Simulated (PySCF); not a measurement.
Species: C2H7NOSi.
Z-matrix (Å and degrees, PBE0-D3(BJ)/def2-SVP geometry), rows numbered from 1:
```
C 
C   1  1.4985
N   2  1.2618  1  128.11
Si  3  1.7375  2  135.18  1    -1.15
O   4  1.6606  3  107.57  2  -137.28
H   1  1.1023  2  110.06  3   125.92
H   1  1.0987  2  112.30  3     3.89
H   1  1.1030  2  109.61  3  -117.50
H   2  1.1113  1  113.83  3   179.53
H   4  1.4938  3  117.07  2   -19.92
H   4  1.4943  3  105.35  2   102.24
H   5  0.9627  4  114.23  3   -39.66
```

The closed-shell ground state was solved at several levels (PySCF, density fitting, gas phase, non-relativistic).

| level | basis functions | total energy (Eh) | HOMO (eV) | LUMO (eV) | gap (eV) | dipole (D) |
| --- | --- | --- | --- | --- | --- | --- |
| wB97X-D/pcSseg-2 | 285 | -499.9682 | -8.91 | 1.04 | 9.95 | 2.62 |
| CAM-B3LYP/def2-SVPD | 163 | -499.6117 | -8.43 | 0.37 | 8.80 | 2.60 |

**Question.** Estimate the row for PBE0/pcSseg-1, a basis of 127 functions; the other rows only guide the guess.

**Answer.** Total energy -499.5322 Eh, HOMO -7.00 eV, LUMO -0.72 eV, gap 6.28 eV, dipole 2.55 D.

**Question.** Over all these levels, which gives the widest orbital gap and which the narrowest?

**Answer.** wB97X-D/pcSseg-2 (range-separated hybrid) has the widest, 9.95 eV, and PBE0/pcSseg-1 (global hybrid, 25 % exact exchange) the narrowest, 6.28 eV. Functional and basis both differ between the two, so the spread mixes both effects.

**Question.** How far do the dipole and the HOMO energy spread over the levels?

**Answer.** The dipole runs from 2.55 to 2.62 D (mean 2.59 D) and the HOMO from -8.91 to -7.00 eV.

One conformer stands for the species.

The pairwise dispersion term of wB97X-D wasn't added to the energies; at a given geometry it leaves orbitals and properties as they are.
